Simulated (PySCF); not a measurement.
**Distorted geometries of [Er(P5)]2+**

[Er(P5)]2+ (singlet in the valence; each metal's 4f electrons, 11 of them, lie in its core potential, out of spins and levels). PySCF 2.14.0, RKS B3LYP, Er lcecp-1-SVP with ECP57, P def2-SVP; non-relativistic Hamiltonian with scalar-relativistic core potentials where named; density fitting; no spin-orbit coupling. Relaxed geometry:

```xyz
6

Er    0.0000    0.0000   -1.0895
P     1.8472    0.0000    1.1542
P     0.5708    1.7568    1.1542
P    -1.4944    1.0857    1.1542
P    -1.4944   -1.0858    1.1542
P     0.5708   -1.7568    1.1542
```

**Question.** Order these distorted geometries by energy above the relaxed one, lowest first.
A.
```xyz
6

Er    0.0205   -0.0146   -1.0665
P     1.7545   -0.0554    1.0970
P     0.5509    1.7370    1.1982
P    -1.4887    1.1331    1.1981
P    -1.4767   -1.0745    1.1104
P     0.6395   -1.7256    1.1444
```
B.
```xyz
6

Er   -0.0948    0.0033   -1.2898
P     1.9614   -0.0557    1.4003
P     0.5340    1.6748    1.0282
P    -1.4520    1.0980    1.3697
P    -1.5176   -0.9312    1.1401
P     0.5689   -1.7891    1.0331
```
C.
```xyz
6

Er   -0.2639    0.0328   -1.1382
P     1.9695    0.1154    1.2023
P     0.6812    2.0541    1.3200
P    -1.5371    1.1366    1.3758
P    -1.3925   -1.2848    0.9193
P     0.5428   -2.0541    1.0024
```

**Answer.** A (0.26 eV), B (0.80 eV), C (1.76 eV).

**Question.** Which forces (eV/Å) act in the one that lies 0.80 eV up?

**Answer.** 
```
Er   0.05 -0.02  1.77
P   -1.61 -0.31 -1.23
P    1.84  0.43  0.26
P   -0.70  1.22 -0.50
P    0.23 -2.27 -0.46
P    0.19  0.94  0.17
```
Forces carry noise of the integration grid, about 0.01 to 0.03 eV/Å.

An lcecp potential fixes the number of 4f electrons, so in runs with it no electron can move into or out of that shell.
